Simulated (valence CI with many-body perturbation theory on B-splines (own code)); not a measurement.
**Missing levels of Co11+**

Computed by valence CI with perturbative core correlation (CI+MBPT): six valence electrons over a frozen Dirac-Fock core [Ne], radial functions for each j: 9 s, 9 p, 8 d, 6 f, 3 g, 1 h, with the one-electron correlation potential Σ1 (screened to all orders), the two-electron term Σ2, the three-electron term Σ3, Breit, model QED; selected single and double excitations, second order for the rest, scaled by the run's own slope (own B-spline code, finite nucleus).

No measured levels were compared; by estimate levels of excited configurations hold to 0.05 to 0.15 % of their energy, terms of the ground configuration to about 0.5 %. Among the levels kept, up to 1500 cm⁻¹ of a level comes from second order outside the variational space, and about a tenth of that is noise between levels of different J, which matters for small intervals.

| Level | E (cm⁻¹) |
| --- | --- |
| 3s2 3p4 3P_2 | 0 |
| 3s2 3p4 3P_1 | 15809 |
| 3s2 3p4 3P_0 | ? |
| 3s2 3p4 1D_2 | ? |
| 3s2 3p4 1S_0 | 89199 |
| 3s 3p5 3P°_2 | 306430 |
| 3s 3p5 3P°_1 | 318080 |
| 3s 3p5 3P°_0 | 325630 |
| 3s 3p5 1P°_1 | ? |
| 3s2 3p3 3d 5D°_0 | 417160 |
| 3s2 3p3 3d 5D°_1 | 417420 |
| 3s2 3p3 3d 5D°_2 | 417660 |
| 3s2 3p3 3d 5D°_3 | 418030 |
| 3s2 3p3 3d 5D°_4 | ? |
| 3s2 3p3 3d 3D°_2 [a] | 443680 |
| 3s2 3p3 3d 3D°_3 [a] | ? |
| 3s2 3p3 3d 3D°_1 [a] | 449530 |
| 3s2 3p3 3d 3F°_2 [a] | 455130 |
| 3s2 3p3 3d 1S°_0 | 458160 |
| 3s2 3p3 3d 3F°_3 [a] | ? |

Names give the largest LS component (configuration and term), which can be under half, so a name can repeat, a term be missing and a line seem to break the LS rules; names also repeat where a configuration has a term twice. Letters in brackets count levels of one name in rising energy.

Q: The levels stand in rising order. What does the calculation give for the missing energies?

A: 3s2 3p4 3P_0 17104; 3s2 3p4 1D_2 42297; 3s 3p5 1P°_1 391030; 3s2 3p3 3d 5D°_4 419330; 3s2 3p3 3d 3D°_3 [a] 447500; 3s2 3p3 3d 3F°_3 [a] 458900.
